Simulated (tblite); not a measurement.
Start geometry of `N[Si]1(N)CC[C@@H]1CO` from a force field or distance geometry (Å):
```
atom  x, y, z in Å
N1    -2.3871    0.7352    0.4508
Si2   -1.1039    0.0191   -0.3082
N3    -1.7254   -1.4475   -0.7663
C4    -0.1393    1.0222   -1.5289
C5     0.8537    1.3830   -0.3604
C6     0.5679    0.1061    0.5134
C7     1.4916   -1.0736    0.2742
O8     2.7474   -0.8316    0.9208
H9    -3.1745    0.7495   -0.1962
H10   -2.7194    0.1759    1.2400
H11   -1.1287   -1.9306   -1.4262
H12   -1.8587   -2.0769    0.0208
H13   -0.6468    1.8730   -1.9657
H14    0.3274    0.4221   -2.3202
H15    1.8910    1.5097   -0.6979
H16    0.5944    2.3281    0.1539
H17    0.5125    0.3436    1.5890
H18    1.0778   -1.9957    0.7202
H19    1.6809   -1.2655   -0.7778
H20    3.1341   -0.0354    0.5272
```

Q: What comes out of this run: GFN2-xTB geometry optimisation, gas phase in tblite 0.8.0?

A: 
```
atom  x, y, z in Å
N1    -2.460    0.493    0.611
Si2   -1.149   -0.045   -0.369
N3    -1.532   -1.506   -1.211
C4    -0.309    1.237   -1.502
C5     1.006    1.125   -0.702
C6     0.556    0.219    0.469
C7     1.447   -0.991    0.693
O8     2.706   -0.663    1.245
H9    -3.391    0.398    0.241
H10   -2.453    0.285    1.596
H11   -0.892   -1.852   -1.907
H12   -1.941   -2.274   -0.705
H13   -0.733    2.236   -1.454
H14   -0.195    0.984   -2.553
H15    1.781    0.637   -1.297
H16    1.387    2.093   -0.377
H17    0.516    0.780    1.404
H18    0.990   -1.679    1.409
H19    1.587   -1.529   -0.258
H20    3.074    0.063    0.729
```

The energy falls by 78.1 kJ/mol over 131 L-BFGS steps, the largest force on an atom goes from 3.47 to 0.010 eV/Å, and the atoms move by 0.580 Å rms after alignment. The bond that changes most is Si2–N3 (four-coordinate silicon to silicon-bound nitrogen), which lengthens by 0.072 Å. Bonds longer at the end by more than 0.005 Å: 5 of 20; shorter: 12. Among the angles that change most is Si2–N1–H9, from 108.3° to 117.7°. Among the dihedrals that turn most is H14–C4–C5–H15, from 32° to -10°. Rotational constants go from 2764, 1167, 1020 to 2508, 1096, 1002 MHz. The orientation of the end geometry is arbitrary; only internal coordinates are fixed.

Its lowest GFN2-xTB frequency is 13 cm⁻¹, too small to tell a flat minimum from a shallow saddle. One conformer, not necessarily the lowest. 2 starts were optimised and ended at 0.00 and 1.07 kcal/mol (GFN2-xTB); the lowest of these is shown.

These are computed values.
